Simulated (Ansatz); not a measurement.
The inner images of a band of C2H9AlSSi (14 atoms, charge 0, multiplicity 1) are given out of order.

Computed with RKS BLYP-D4/def2-SVP in Ansatz.

Image 0:

```xyz
14
Properties=species:S:1:pos:R:3
C -2.458 0.180 -1.291
Al -0.910 -0.995 -0.933
Si 0.715 -0.439 0.847
C 1.470 1.310 0.692
S 2.288 -1.968 0.712
H -2.394 0.595 -2.323
H -3.408 -0.398 -1.255
H -2.552 1.035 -0.591
H -0.718 -2.311 -1.824
H 0.070 -0.514 2.213
H 2.001 1.429 -0.274
H 0.678 2.087 0.756
H 2.197 1.497 1.508
H 3.008 -1.537 1.791
```

Image 6:

```xyz
14
Properties=species:S:1:pos:R:3
C -2.445 0.276 -1.455
Al -1.082 -0.917 -0.640
Si 0.168 -0.223 1.360
C 1.174 1.403 0.975
S 1.860 -1.831 1.014
H -2.364 0.266 -2.565
H -3.469 -0.090 -1.217
H -2.378 1.332 -1.121
H -1.116 -2.464 -1.097
H 2.791 -1.486 0.044
H 1.782 1.378 0.047
H 0.437 2.228 0.865
H 1.838 1.675 1.823
H 2.791 -1.575 1.997
```

Task: Put them in order from the first end to the last, with their energies above the first end.
A.
```xyz
14
Properties=species:S:1:pos:R:3
C -2.553 0.140 -1.376
Al -0.923 -0.765 -0.736
Si 0.883 -0.187 0.708
C 1.572 1.600 0.846
S 2.609 -1.573 0.596
H -2.508 0.132 -2.489
H -3.454 -0.447 -1.097
H -2.702 1.191 -1.057
H -0.787 -2.347 -0.861
H 0.337 -1.406 1.462
H 2.183 1.584 -0.088
H 0.819 2.401 0.699
H 2.257 1.869 1.672
H 2.256 -2.221 1.749
```
B.
```xyz
14
Properties=species:S:1:pos:R:3
C -2.585 0.243 -1.402
Al -1.042 -0.776 -0.676
Si 0.135 -0.030 1.366
C 1.360 1.406 0.840
S 1.679 -1.850 1.220
H -2.467 0.438 -2.490
H -3.512 -0.364 -1.297
H -2.761 1.216 -0.900
H -0.831 -2.253 -1.299
H 2.639 -1.696 0.232
H 1.958 1.214 -0.074
H 0.752 2.318 0.653
H 2.057 1.651 1.669
H 2.605 -1.546 2.188
```
C.
```xyz
14
Properties=species:S:1:pos:R:3
C -2.596 0.181 -1.224
Al -0.936 -0.704 -0.597
Si 0.301 0.157 1.401
C 1.578 1.414 0.654
S 2.213 -2.224 1.436
H -2.532 0.392 -2.315
H -3.466 -0.499 -1.093
H -2.833 1.133 -0.708
H -0.509 -2.068 -1.337
H 1.983 -1.732 0.185
H 2.078 1.111 -0.288
H 0.995 2.337 0.424
H 2.352 1.689 1.398
H 1.359 -1.217 2.094
```
D.
```xyz
14
Properties=species:S:1:pos:R:3
C -2.535 0.102 -1.364
Al -0.909 -0.598 -0.471
Si 0.437 0.297 1.393
C 1.593 1.725 0.714
S 2.034 -1.529 0.918
H -2.431 0.030 -2.470
H -3.431 -0.499 -1.093
H -2.749 1.163 -1.120
H -0.615 -2.206 -0.643
H 1.161 -2.414 0.307
H 2.153 1.514 -0.217
H 0.917 2.583 0.502
H 2.308 2.062 1.492
H 2.055 -2.258 2.081
```
E.
```xyz
14
Properties=species:S:1:pos:R:3
C -2.639 0.197 -1.304
Al -0.965 -0.640 -0.657
Si 0.118 0.137 1.441
C 1.514 1.341 0.734
S 1.692 -2.200 1.286
H -2.580 0.452 -2.385
H -3.492 -0.509 -1.194
H -2.897 1.122 -0.747
H -0.480 -1.991 -1.413
H 2.353 -1.627 0.243
H 2.035 1.085 -0.212
H 0.954 2.287 0.536
H 2.277 1.597 1.499
H 2.096 -1.280 2.204
```

Result: A (+1.17 eV), D (+2.02 eV), C (+2.54 eV), E (+2.36 eV), B (+2.03 eV).

Time of the run: 7.6 min on 2 threads of Arm Neoverse V1 (shared host), peak memory 0.18 GiB.
